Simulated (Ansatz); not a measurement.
Si₂Ge₃, relaxed as a singlet with RKS PBE-D4/def2-SVP in Ansatz, starting from the GFN1-xTB geometry. Force threshold 0.02 eV/Å.

The restricted singlet is unstable towards broken spin symmetry in Hartree–Fock (as tested in another run); at PBE-D4/def2-SVP this wasn't settled. Another isomer (singlet) lies 0.29 eV lower at PBE0-D4/def2-TZVP; other spin states weren't run for this one.

Start:

```xyz
5

Si    0.247   -1.925   -0.017
Si    1.876   -0.311   -0.495
Ge   -1.052   -0.231   -0.897
Ge    0.517    0.796    1.008
Ge   -1.587    1.671    0.402
```

| step | energy (eV) | largest force component (eV/Å) | SCF passes |
| --- | --- | --- | --- |
| 1 | -185250.3742 | 1.428 | 18 |
| 2 | -185250.5058 | 0.226 | 23 |
| 3 | -185250.5104 | 0.045 | 22 |
| 4 | -185250.5108 | 0.009 | 24 |

Force components are those of the run's own axes.

End:

```tsv
atom	x (Å)	y (Å)	z (Å)
Si1	0.279	-1.962	0.025
Si2	1.887	-0.331	-0.552
Ge3	-1.023	-0.215	-0.933
Ge4	0.510	0.768	1.042
Ge5	-1.653	1.740	0.417
```

By distances, no bond broke or formed. The bond that changes most is Ge3–Ge5, from 2.36 to 2.46 Å (atoms count from 1).

No frequencies were taken in this run, so the end may be a saddle point.

Hardware: 4 threads of Intel Xeon on a shared host. Wall time 3.5 s.
